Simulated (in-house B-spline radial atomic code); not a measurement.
Computed with a B-spline radial atomic code. Model: two electrons, singlet ground state, non-relativistic, full CI in B-splines with partial waves to l = 8 (at full coupling up to 3e-4 hartree above the limit, correlation up to 0.6 % small), density held at that of full coupling by Lieb maximisation.

Along the adiabatic connection the electron repulsion is scaled by a coupling λ while a local potential keeps the density fixed. At λ = 0 the system is the Kohn-Sham one and W equals the exchange energy; the exchange-correlation energy is the area under W between 0 and 1. The kinetic energy rises with λ as the electrons avoid each other, with dT/dλ = −λ dW/dλ.

Command:
```bash
python run_ac.py task.json out
```
Settings (lengths in bohr, energies in hartree):
```
potential              dot
strength               0.159
lmax                   8
second                 1
```

Cost of the run: 20 s on 1 thread of Intel(R) Xeon(R) Processor @ 2.30GHz, on a shared host.

**W = mean repulsion less Hartree energy, and W of three functionals.**

Given: confinement charge in harmonic well; well frequency 0.159 hartree; nuclear charge 1; external potential omega^2 r^2/2 - Z/r.

Computed: PBE exchange minus exact 9.5206 millihartree; SCAN exchange minus exact -0.6975 millihartree.

```json
{"coupling": "0", "W xc (hartree)": "-0.51006", "W xc minus exchange (millihartree)": "0", "kinetic minus Kohn-Sham (millihartree)": "0", "LDA (PW92) W minus its exchange (millihartree)": "0", "PBE W minus its exchange (millihartree)": "0", "SCAN W minus its exchange (millihartree)": "0"}
{"coupling": "0.02", "W xc (hartree)": "?", "W xc minus exchange (millihartree)": "?", "kinetic minus Kohn-Sham (millihartree)": "?", "LDA (PW92) W minus its exchange (millihartree)": "?", "PBE W minus its exchange (millihartree)": "?", "SCAN W minus its exchange (millihartree)": "?"}
{"coupling": "0.05", "W xc (hartree)": "-0.51468", "W xc minus exchange (millihartree)": "-4.616", "kinetic minus Kohn-Sham (millihartree)": "0.11", "LDA (PW92) W minus its exchange (millihartree)": "-20.34", "PBE W minus its exchange (millihartree)": "-4.72", "SCAN W minus its exchange (millihartree)": "-4.44"}
{"coupling": "0.12", "W xc (hartree)": "-0.52081", "W xc minus exchange (millihartree)": "-10.744", "kinetic minus Kohn-Sham (millihartree)": "0.63", "LDA (PW92) W minus its exchange (millihartree)": "-37.55", "PBE W minus its exchange (millihartree)": "-11.23", "SCAN W minus its exchange (millihartree)": "-10.19"}
{"coupling": "0.25", "W xc (hartree)": "-0.53125", "W xc minus exchange (millihartree)": "-21.191", "kinetic minus Kohn-Sham (millihartree)": "2.55", "LDA (PW92) W minus its exchange (millihartree)": "-60.32", "PBE W minus its exchange (millihartree)": "-22.56", "SCAN W minus its exchange (millihartree)": "-19.84"}
{"coupling": "0.4", "W xc (hartree)": "-0.542", "W xc minus exchange (millihartree)": "-31.935", "kinetic minus Kohn-Sham (millihartree)": "6.03", "LDA (PW92) W minus its exchange (millihartree)": "-79.84", "PBE W minus its exchange (millihartree)": "-34.32", "SCAN W minus its exchange (millihartree)": "-29.67"}
{"coupling": "0.6", "W xc (hartree)": "-0.55451", "W xc minus exchange (millihartree)": "-44.443", "kinetic minus Kohn-Sham (millihartree)": "12.25", "LDA (PW92) W minus its exchange (millihartree)": "-99.97", "PBE W minus its exchange (millihartree)": "-48.07", "SCAN W minus its exchange (millihartree)": "-41.11"}
{"coupling": "0.8", "W xc (hartree)": "-0.56531", "W xc minus exchange (millihartree)": "-55.247", "kinetic minus Kohn-Sham (millihartree)": "19.79", "LDA (PW92) W minus its exchange (millihartree)": "-116.02", "PBE W minus its exchange (millihartree)": "-60.01", "SCAN W minus its exchange (millihartree)": "-51.05"}
{"coupling": "1", "W xc (hartree)": "-0.57473", "W xc minus exchange (millihartree)": "-64.663", "kinetic minus Kohn-Sham (millihartree)": "28.24", "LDA (PW92) W minus its exchange (millihartree)": "-129.36", "PBE W minus its exchange (millihartree)": "-70.48", "SCAN W minus its exchange (millihartree)": "-59.8"}
{"coupling": "1.4", "W xc (hartree)": "-0.59032", "W xc minus exchange (millihartree)": "-80.256", "kinetic minus Kohn-Sham (millihartree)": "46.83", "LDA (PW92) W minus its exchange (millihartree)": "-150.68", "PBE W minus its exchange (millihartree)": "-88.04", "SCAN W minus its exchange (millihartree)": "-74.52"}
{"coupling": "2", "W xc (hartree)": "-0.60794", "W xc minus exchange (millihartree)": "-97.878", "kinetic minus Kohn-Sham (millihartree)": "76.5", "LDA (PW92) W minus its exchange (millihartree)": "-174.3", "PBE W minus its exchange (millihartree)": "-108.47", "SCAN W minus its exchange (millihartree)": "-91.65"}
{"coupling": "3", "W xc (hartree)": "?", "W xc minus exchange (millihartree)": "?", "kinetic minus Kohn-Sham (millihartree)": "?", "LDA (PW92) W minus its exchange (millihartree)": "?", "PBE W minus its exchange (millihartree)": "?", "SCAN W minus its exchange (millihartree)": "?"}
{"coupling": "4.5", "W xc (hartree)": "-0.64666", "W xc minus exchange (millihartree)": "-136.6", "kinetic minus Kohn-Sham (millihartree)": "194.72", "LDA (PW92) W minus its exchange (millihartree)": "-228.1", "PBE W minus its exchange (millihartree)": "-157.48", "SCAN W minus its exchange (millihartree)": "-131.39"}
{"coupling": "7", "W xc (hartree)": "-0.66447", "W xc minus exchange (millihartree)": "-154.41", "kinetic minus Kohn-Sham (millihartree)": "294.89", "LDA (PW92) W minus its exchange (millihartree)": "-255.41", "PBE W minus its exchange (millihartree)": "-183.17", "SCAN W minus its exchange (millihartree)": "-150.06"}
{"coupling": "10", "W xc (hartree)": "-0.67674", "W xc minus exchange (millihartree)": "-166.68", "kinetic minus Kohn-Sham (millihartree)": "397.67", "LDA (PW92) W minus its exchange (millihartree)": "-275.71", "PBE W minus its exchange (millihartree)": "-202.5", "SCAN W minus its exchange (millihartree)": "-162.36"}
```

(1) What belongs in the row 0.02?

(2) What belongs in the row 3?

(3) What is the LDA exchange minus exact?

**Energy parts, natural occupations and partial-wave weights.**

Computed: total energy -0.3820 hartree; exchange energy -0.51006 hartree; correlation energy -0.036421 hartree; initial slope twice GL2 -0.094403 hartree; kinetic part over minus potential part 0.43677; Hartree energy 1.0201 hartree; Kohn-Sham kinetic 0.68724 hartree.

```tsv
natural	occupation of the shell (electrons)
s	1.9534
p	0.02687
s	0.018054
d	0.00077879
p	?
s	0.00016164
```

(4) What belongs in the row p?

```json
{"wave": "s", "weight": "0.98581"}
{"wave": "p", "weight": "0.013693"}
{"wave": "d", "weight": "?"}
{"wave": "f", "weight": "5.2056e-05"}
{"wave": "g", "weight": "1.1385e-05"}
```

(5) What belongs in the row d?

(6) What is the kinetic part of the DFT correlation energy?

(7) What is the Lieb Oxford ratio E_xc over LDA exchange?

Results:

(1) W xc (hartree): -0.51193; W xc minus exchange (millihartree): -1.871; kinetic minus Kohn-Sham (millihartree): 0.02; LDA (PW92) W minus its exchange (millihartree): -10.24; PBE W minus its exchange (millihartree): -1.88; SCAN W minus its exchange (millihartree): -1.82.

(2) W xc (hartree): -0.62799; W xc minus exchange (millihartree): -117.92; kinetic minus Kohn-Sham (millihartree): 125.88; LDA (PW92) W minus its exchange (millihartree): -201.51; PBE W minus its exchange (millihartree): -132.92; SCAN W minus its exchange (millihartree): -111.89.

(3) 71.985 millihartree.

(4) occupation of the shell (electrons): 0.00048108.

(5) weight: 0.00042333.

(6) 0.028243 hartree.

(7) 1.2475.

Half-way to full coupling W has made 59 % of its drop, against 50 % for a straight line, and second-order (GL2) theory, half the initial slope, overshoots the correlation energy by about 30 %: a moderate bend, as in light atoms. Over couplings 0 to 1 the errors in E_xc come to about +25 millihartree for LDA, +6.6 millihartree for PBE, +1.9 millihartree for SCAN, so SCAN is nearest. In LDA and PBE and SCAN the errors of exchange and correlation have opposite signs, so the sum is smaller than the larger of the two.
